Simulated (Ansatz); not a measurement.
This geometry of BClFH2N + H2S (9 atoms, charge 0, multiplicity 1) is a first-order saddle point.

All numbers below come from RKS PBE0/def2-SVP in Ansatz 0.2.0.

```xyz
9
Properties=species:S:1:pos:R:3
B 0.022 0.377 -0.064
F -0.120 -0.178 1.439
N 1.354 0.108 -0.535
H 1.527 -0.858 -0.798
H 1.686 0.723 -1.269
Cl -1.487 -0.168 -0.912
S -0.079 2.251 0.617
H -1.421 2.380 0.519
H -0.136 0.966 1.633
```

(1) Which two structures does it join? (They come from a converged band through this point; their orientation in space is the band's.)

(2) How far does it lie above each of them?

Results:

(1) Bonds broken: B1–F2, S7–H9. Bonds formed: B1–S7, F2–H9. BClFH2N + H2S becomes BClH3NS + FH.

First end point:

```xyz
9
Properties=species:S:1:pos:R:3
B 0.085 -0.288 -0.239
F 0.019 -0.588 1.057
N 1.304 -0.241 -0.901
H 2.180 -0.380 -0.414
H 1.388 0.005 -1.876
Cl -1.439 0.011 -1.096
S -0.403 2.892 1.425
H -1.349 2.462 0.565
H -0.440 1.729 2.109
```

Last end point:

```xyz
9
Properties=species:S:1:pos:R:3
B -0.039 0.668 -0.561
F -0.003 -0.160 2.379
N 1.199 0.135 -0.888
H 1.286 -0.754 -1.364
H 2.079 0.552 -0.613
Cl -1.529 -0.131 -1.081
S -0.124 2.244 0.388
H -1.468 2.350 0.359
H -0.056 0.696 2.012
```

(2) 1.75 eV above the first and 1.01 eV above the second. This is the barrier of this one path; another mechanism may lie lower. The orbitals stay closed-shell, which can raise the energy where a bond breaks towards radicals; this wasn't checked here.

Run time: 4.4 min on 2 threads of Arm Neoverse V2 (shared host), peak memory 0.22 GiB.
